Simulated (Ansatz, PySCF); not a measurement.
Spin states of F3W (SMILES [F][W]([F])[F]), each relaxed with B3LYP-D3(BJ)/def2-TZVP.
State 1 (charge 0, multiplicity 4):
```xyz
4

W     -0.014     0.017    -0.014
F      1.790    -0.376    -0.353
F     -0.785    -0.454     1.633
F     -1.049     0.880    -1.322
```
State 2 (charge 0, multiplicity 2):
```tsv
atom	x (Å)	y (Å)	z (Å)
W	0.0788	-0.0168	-0.0375
F	1.8413	-0.3796	-0.3599
F	-0.8687	-0.3711	1.5069
F	-1.1093	0.8345	-1.1655
```

Singlets are restricted, other states unrestricted; no spin–orbit coupling, no relativity up to Kr; see below for the cores. The largest T1 diagnostic is 0.050.

Run with Ansatz (an electronic-structure program); PySCF for the dispersion terms. Values without a source in brackets are computed. In def2 rows elements past Kr take small-core potentials, without spin–orbit coupling.

PBE/def2-TZVPP gives 4.16 kcal/mol for the energy of the multiplicity-2 state less that of the multiplicity-4 state.

Problem. Where do these levels fall relative to PBE: PBE-D3(BJ)/def2-TZVPP, PBE0/def2-TZVPP, wB97M-V/def2-TZVPP.

Solution. PBE-D3(BJ)/def2-TZVPP -0.01; PBE0/def2-TZVPP 4.08; wB97M-V/def2-TZVPP 0.93 kcal/mol. 2 of 3 lie above PBE; the widest gap is to PBE0/def2-TZVPP.

Doubts at one or more of the structures used: a spin-contaminated determinant (PBE/def2-TZVPP, PBE-D3(BJ)/def2-TZVPP, PBE0/def2-TZVPP, wB97M-V/def2-TZVPP).
